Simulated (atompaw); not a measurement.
## vanadium (V): variants of one PAW (atompaw) potential

Base potential:

- Element: vanadium (V)
- Generator: atompaw 4.2.0.5
- Type: PAW
- Functional: PBE
- Relativity: scalar-relativistic
- Frozen core: [Ne]
- Valence charge: 13
- Reference configuration: 3s2 3p6 3d3 4s1 4p1
- Partial waves: 3s (bound): rc 1.30 bohr; 4s (bound): rc 1.75 bohr; 3p (bound): rc 1.70 bohr; 4p (bound): rc 2.05 bohr; 3d (bound): rc 2.30 bohr; 3d channel at 4.3 Ry: rc 2.30 bohr
- Local potential: bessel scheme, radius 1.60 bohr
- Core correction: smooth core density matched at 1.35 bohr
- Augmentation charge: gaussian compensation charge, radius 2.00 bohr; PAW radius 2.30 bohr; waves and projectors: custom polynom2 7 10 vanderbiltortho

All-electron outer shells of the reference configuration (PBE, scalar-relativistic, ld1.x):

```json
{"shell": "2s", "level (eV)": "-604.01", "outermost node (bohr)": "0.09", "outermost maximum (bohr)": "0.26"}
{"shell": "2p", "level (eV)": "-504.53", "outermost node (bohr)": "–", "outermost maximum (bohr)": "0.21"}
{"shell": "3s", "level (eV)": "-71.66", "outermost node (bohr)": "0.38", "outermost maximum (bohr)": "0.82"}
{"shell": "3p", "level (eV)": "-45.46", "outermost node (bohr)": "0.35", "outermost maximum (bohr)": "0.84"}
{"shell": "3d", "level (eV)": "-6.50", "outermost node (bohr)": "–", "outermost maximum (bohr)": "0.90"}
{"shell": "4s", "level (eV)": "-5.53", "outermost node (bohr)": "1.17", "outermost maximum (bohr)": "2.72"}
{"shell": "4p", "level (eV)": "-2.10", "outermost node (bohr)": "1.30", "outermost maximum (bohr)": "3.54"}
```

Cutoffs, loose and tight: the cutoffs (Ry, on a coarse ladder) from which the occupation-weighted sum of valence levels, in a spherical-Bessel basis at the reference potential, stays within 10 and 1 mRy of its value at 400 Ry. They see the waves, projectors and local potential, not the compensation charge or the core. A dash means not determined.

| change | outcome | cutoff, loose | cutoff, tight | bound ghosts |
| --- | --- | --- | --- | --- |
| base | generated | 25 Ry | 100 Ry | none |
| reference 3s2 3p6 3d3 4s1.5 4p0.5 | generated | 25 Ry | 100 Ry | none |
| local potential bessel scheme, radius 1.46 bohr | generated | 25 Ry | 100 Ry | none |
| local potential ultrasoft scheme with l = 3 at 0 Ry, radius 1.60 bohr | generated | 25 Ry | 100 Ry | none |
| waves 3s (bound); 4s (bound); 3p (bound); 4p (bound); 3d (bound); 3d channel at 4.3 Ry; augmentation gaussian compensation charge, radius 2.00 bohr; PAW radius 2.30 bohr; waves and projectors: bloechl | generated | 35 Ry | 45 Ry | none |

(1) What comes out with this change to the base: augmentation gaussian compensation charge, radius 2.00 bohr; PAW radius 2.30 bohr; waves and projectors: custom rrkj vanderbiltortho?

Answers

(1) outcome: generated; cutoff, loose: 35 Ry; cutoff, tight: 55 Ry; bound ghosts: none.
